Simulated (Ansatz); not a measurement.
`C=[CH][GaH][F]` → 2 C• + F• + Ga• + 4 H•  (atomization)

Gas-phase electronic energies from Ansatz, PBE0-D4/def2-TZVP geometries. CCSD(T)/CBS adds triple-zeta CCSD(T) − MP2 to the extrapolated MP2 energy (def2 sets, frozen cores). This one scheme is used for every species, atoms too. Functionals use def2-TZVPP. B3LYP here is the variant with VWN-RPA as its local correlation; programs differ in this. HSE06 is defined as in plane-wave codes. No spin–orbit coupling; open shells (•) take unrestricted orbitals. Spin–orbit coupling would lower the free atoms: a little for C, F; clearly for Ga. Bonds to Ga are less sure, by a few kJ/mol each and by 10 to 20 or more in all where they break to atoms, as the def2 sets lack core-valence functions. Scalar relativity is left out up to krypton. One conformer a species, not always the lowest.

```csv
level,ΔE (kJ/mol),difference from CCSD(T)/CBS
LDA (SPW92),3339.5,405.7
PBE-D4,2978.8,45.0
revPBE-D4,2902.5,-31.3
BLYP-D4,2910.8,-23.0
r2SCAN-D4,2937.1,3.3
B97M-V,2932.3,-1.5
PBE0-D4,2923.0,-10.8
B3LYP-D4,2911.3,-22.5
r2SCANh-D4,2915.7,-18.1
r2SCAN0-D4,2885.5,-48.3
HSE06-D4,2924.9,-8.9
BHLYP-D4,2827.6,-106.2
ωB97X-V,2929.4,-4.4
ωB97M-V,2922.1,-11.7
B2PLYP,2900.1,-33.7
PBE-QIDH,2917.8,-16.0
PBE,2965.3,31.5
revPBE,2862.2,-71.6
BLYP,2881.1,-52.7
r2SCAN,2934.0,0.2
PBE0,2911.7,-22.1
B3LYP,2889.4,-44.4
r2SCANh,2912.3,-21.5
r2SCAN0,2881.8,-52.0
BHLYP,2810.0,-123.8
CAM-B3LYP,2921.2,-12.6
LC-ωPBE,2929.4,-4.4
HF/def2-SVP,2190.3,-743.5
MP2/def2-SVP,2849.6,-84.2
CCSD/def2-SVP,2769.1,-164.7
CCSD(T)/def2-SVP,2799.8,-134.0
HF/def2-TZVPP,2164.7,-769.1
MP2/def2-TZVPP,2934.4,0.6
CCSD/def2-TZVPP,2829.1,-104.7
CCSD(T)/def2-TZVPP,2874.5,-59.3
HF/def2-QZVPP,2169.1,-764.7
SCS-MP2/def2-QZVPP,2947.0,13.2
HF/CBS(def2),2169.8,-764.0
MP2/CBS(def2),2993.7,59.9
CCSD/CBS(def2),2888.4,-45.4
CCSD(T)/CBS,2933.8,0
```

Largest T1 diagnostic among the species: 0.014.

Leaving LDA and LC-ωPBE aside and taking each functional with its dispersion term where it has one, the values spread over 151.2 kJ/mol, from BHLYP-D4 to PBE-D4. LDA lies +374.2 kJ/mol from PBE without D4, its usual overbinding. From PBE to PBE0 (25 % exact exchange), in def2-TZVPP and without D4, ΔE moves by −53.6 kJ/mol: exact exchange takes away binding that semilocal exchange gives to molecules.

For atomizations the MP2-based limit and the directly extrapolated one differ by several kJ/mol either way, and by 10 to 25 for some Ge, Se and Sn compounds, so smaller differences from it don't rank the levels.
